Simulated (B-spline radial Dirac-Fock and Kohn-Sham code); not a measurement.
**The free gallium atom: differential elastic cross section for electrons at 14.6 keV**

Calculated with a B-spline atomic structure program, using relativistic (Dirac) partial waves in the static field of the Dirac-Fock atom with Furness-McCarthy exchange, without polarisation or absorption potentials.

Input file task.json (cfg lists n, l and occupation; rrms is the nuclear radius in fm):

```json
{"items": [{
  "Z": 31,
  "q": 0,
  "cfg": [[1, 0, 2], [2, 0, 2], [2, 1, 6], [3, 0, 2], [3, 1, 6], [3, 2, 10], [4, 0, 2], [4, 1, 1]],
  "A": 69,
  "rrms": 3.9973,
  "do": "elastic",
  "energies": [[14600.0, 0]],
  "theta": [0, 10, 20, 30, 40, 50, 60, 70, 80, 90, 100, 110, 120, 130, 140, 150, 160, 170, 180]
}]}
```

Launch: `python xray2_run.py task.json out`

```tsv
θ (°)	dσ/dΩ (a₀²/sr)	Sherman function
0	163	0.000
10	1.21	0.000
20	0.127	0.002
30	0.0326	0.002
40	0.0125	-0.001
50	0.00607	-0.007
60	0.00339	-0.016
70	0.00209	-0.027
80	0.00140	-0.038
90	0.000994	-0.048
100	0.000747	-0.056
110	0.000588	-0.060
120	0.000482	-0.061
130	0.000410	-0.057
140	0.000361	-0.051
150	0.000328	-0.041
160	0.000307	-0.029
170	0.000295	-0.015
180	0.000291	0.000
```

The total elastic cross section is 1.08 a₀², the first transport cross section 0.0228 a₀² and the second, weighted with (3/2) sin²θ, 0.0506 a₀². The mean deflection is ⟨1 − cos θ⟩ = 0.0211, and 0.31 % of the collisions scatter beyond 90°.
